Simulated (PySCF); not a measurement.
# Ar⁺: ionisation energy

Ar⁺ [Ne] 3s2 3p5 (2P) → Ar²⁺ [Ne] 3s2 3p4 (3P), as a difference of total energies. All numbers are calculated (PySCF 2.14, the spin-free X2C one-electron Hamiltonian (Gaussian nucleus), in x2c-TZVPall (5s5p2d1f, 37 functions)). Correlated levels: valence: [Ne] frozen. The calculations carry no spin-orbit coupling.

```csv
method,ionisation energy (eV),difference from reference (eV)
UHF,26.368,-1.262
MN15,27.796,+0.166
B3LYP,27.718,+0.088
MP2 (valence),27.331,-0.299
SCS-MP2 (valence),27.324,-0.306
CCSD (valence),27.297,-0.333
CCSD(T) (valence),27.330,-0.300
```

Reference: 27.630 eV (measured; NIST Atomic Spectra Database, ionization energies).

The reference lies between the lowest fine-structure levels, while these numbers refer to the centres of the terms.

Errors of the correlated levels include the incompleteness of this basis and the frozen core.
